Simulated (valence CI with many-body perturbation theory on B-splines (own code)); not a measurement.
## Zr²⁷⁺: what the settings do

Computed by configuration interaction combined with many-body perturbation theory (CI+MBPT): three valence electrons over a frozen Dirac-Fock core [Ne], a basis of 6 s, 6 p, 5 d, 3 f, 1 g functions for each j, with the one-electron correlation potential Σ1 (screened to all orders), the two-electron term Σ2, the three-electron term Σ3, Breit, model QED; selected single and double excitations, second order for the rest, scaled by the run's own slope (own B-spline code, finite nucleus).

No measured spectrum was set against this ion. As an estimate, large intervals hold to a few tenths of a per cent, small ones and those within an open d or f shell to about a per cent.

The reference run has the lowest level 3s2 3p 2P°_1/2 and an ionisation energy of 1404.79 eV. Its largest variational space holds 2878 state functions.

Names give the largest LS component (configuration and term), which can be under half, so a name can repeat, a term be missing and a line seem to break the LS rules; names also repeat where a configuration has a term twice.

Changed runs:
A. highest l with Σ1, explicit Σ2 and valence Breit (higher l get mean screening factors) 3 → 1
B. selection threshold (hartree) 2e-08 → 1e-06
C. hole-hole ladder in Σ2 on → off
D. start configuration 3s2 3p1 → 3s3 (bad on purpose)

Excitation energies of the reference run in cm⁻¹, and shifts in cm⁻¹:

```tsv
Level	Reference	A	B	C
3s2 3p 2P°_3/2	161732	+7.7	0	-4.8
3s 3p2 4P_1/2	496074	-77	+0.1	-32
3s 3p2 4P_3/2	592906	-117	+0.1	-56
3s 3p2 4P_5/2	642257	-89	0	-31
3s 3p2 2D_3/2	730466	-451	+0.1	+34
3s 3p2 2D_5/2	799902	-599	0	-0.6
3s 3p2 2P_1/2	806893	+331	+0.5	+64
3s 3p2 2P_3/2	968480	-2231	+0.1	+15
3s 3p2 2S_1/2	969089	+290	+0.4	+79
3s2 3d 2D_3/2	1035290	-6202	+0.1	-89
3s2 3d 2D_5/2	1051440	-9114	-0.1	-131
3p3 2D°_3/2	1277530	-754	+0.1	+62
Ionisation energy (eV)	1404.79	-0.046	0	-0.017
```

Run D: It gave no result: a shell was given more electrons than it holds. The program said: "a valence shell holds more than 4l+2 electrons".
